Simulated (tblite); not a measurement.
Compound: C₅H₅OS (doublet state).
Cartesian coordinates in Å at the GFN2-xTB level; atoms count from 1:
```
atom  x, y, z in Å
C1     2.3063    1.2154   -0.0317
C2     1.8425    0.1223    0.1209
C3     1.2162   -1.1595    0.3008
S4    -0.4921   -0.9914    0.9813
C5    -1.1964    0.0497   -0.1697
C6    -2.5494    0.4402   -0.0768
O7    -3.1033    1.1907   -0.8684
H8     2.7450    2.1586   -0.1662
H9     1.1392   -1.6963   -0.6466
H10    1.7588   -1.7647    1.0280
H11   -0.5675    0.4253   -0.9608
H12   -3.0982    0.0091    0.7824
```

Computed with GFN2-xTB (tblite): harmonic, unscaled wavenumbers at the GFN2-xTB geometry, gas phase. Against measured fundamentals such values can be off by several per cent, at times by over 20. One conformer, not necessarily the lowest. Open shells enter through the occupations alone, without spin polarisation, and single modes of such species can be off by tens of per cent.

Harmonic wavenumbers (cm⁻¹): 47.4, 84.2, 124.1, 169.2, 186.5, 282.6, 293.6, 434.0, 474.2, 629.5, 636.6, 646.2, 713.8, 849.5, 893.7, 927.2, 1005.1, 1101.1, 1158.0, 1192.6, 1248.4, 1381.6, 1395.6, 1621.9, 2284.4, 2765.1, 2962.5, 2988.0, 3091.4, 3400.2.

A = 3821, B = 1236, C = 975.4 MHz; mass 113.006 u (most abundant isotopes); point group C1, symmetry number 1; spin multiplicity 2.

Q: Zero-point energy?

A: Half the sum of the wavenumbers: 17494 cm⁻¹ = 209.28 kJ/mol.

Q: Give the ideal-gas entropy at 298.15 K and 1 bar in the rigid-rotor, harmonic-oscillator model (classical rotation).

A: Translation 167.81, rotation 119.81, vibration 97.16, spin (R ln 2) 5.76: S = 390.5 J/(mol K).

Q: And Cp and H(298.15 K) − H(0)?

A: Cp = 127.20 J/(mol K), of which vibrations give 93.95 (their classical limit is 30 R = 249.4); H(298.15 K) − H(0) = 24.90 kJ/mol without the zero-point energy, 14.99 from vibrations.

Q: Blend soft modes into free rotors: weight 1/[1 + (100 cm⁻¹/ν̃)⁴] for the oscillator and the rest for a rotor with moment μB/(μ + B), μ = h/(8π²ν), B = 10⁻⁴⁴ kg m². What vibrational entropy results?

A: 89.25 J/(mol K) in place of 97.16, which changes −T·S at 298.15 K by +2.36 kJ/mol.

Q: Which modes carry the vibrational entropy at 298.15 K?

A: 47.4 cm⁻¹: 20.60; 84.2 cm⁻¹: 15.86; 124.1 cm⁻¹: 12.70; 169.2 cm⁻¹: 10.23; 186.5 cm⁻¹: 9.47; 282.6 cm⁻¹: 6.35 J/(mol K); the other 24 give 21.96 together.

Q: What must be added to the electronic energy to get the Gibbs energy at 298.15 K and 1 bar?

A: ZPE + [H(298.15 K) − H(0)] − T·S = 209.28 + 24.90 − 116.44 = 117.74 kJ/mol.

Q: How do the functions run with temperature in this model?

A: 
```csv
T (K),S (J/(mol K)),Cp (J/(mol K)),H − H(0) (kJ/mol),G − H(0) (kJ/mol),ln q(vib)
150,318.7,86.1,9.05,-38.75,2.53
250,369.3,114.3,19.09,-73.24,4.65
400,431.4,151.3,39.13,-133.44,7.66
600,499.7,185.5,73.06,-226.78,11.37
900,581.5,217.1,133.86,-389.47,16.34
```

q(vib) and H(0) count from the zero-point level.

Hindered rotation and anharmonicity are outside this model. Other conformers, if any are populated, would add a mixing term that is left out. The structure is chiral; the term R ln 2 for an equal mix with its mirror image is left out.
